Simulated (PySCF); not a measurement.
**Electron correlation in Ar⁺ (argon, charge +1)**

[Ne] 3s2 3p5, 2P determinant. Computed with PySCF 2.14 in x2c-QZVPPall (9s6p4d2f1g, 70 functions), with scalar relativity by spin-free X2C-1e. Frozen: [Ne]; 7 electrons correlated.

```json
{"level": "CCSD", "correlation energy (mhartree)": "-209.08"}
{"level": "(T)", "correlation energy (mhartree)": "-6.59"}
{"level": "CCSD(T)", "correlation energy (mhartree)": "-215.67"}
```

Diagnostics: T1 = 0.0068, D1 = 0.0222, largest double amplitude 0.050.

Task: Is a single reference adequate?

Result: Yes: T1 lies below 0.03 and no double amplitude reaches 0.07.
